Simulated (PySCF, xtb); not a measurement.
Cl₅W, SMILES [Cl][W-]([Cl])([Cl])([Cl])[Cl] (connectivity only; charge and spin as stated), charge -1, multiplicity 3.

Harmonic wavenumbers (cm⁻¹) from xtb with GFN2-xTB at its own minimum, in rising order: 72, 72, 106, 106, 109, 109, 116, 251, 265, 283, 302, 303.

Question: What does B3LYP-D3(BJ)/def2-SVPD run with PySCF give at its own minimum? (The exact figures need the calculation; the answer reports its results.)

Answer: 75, 75, 126, 130, 130, 134, 134, 280, 282, 352, 361, 361. Paired by order, the mean absolute difference is 29 cm⁻¹ and the zero-point energies are 3.0 and 3.5 kcal/mol.
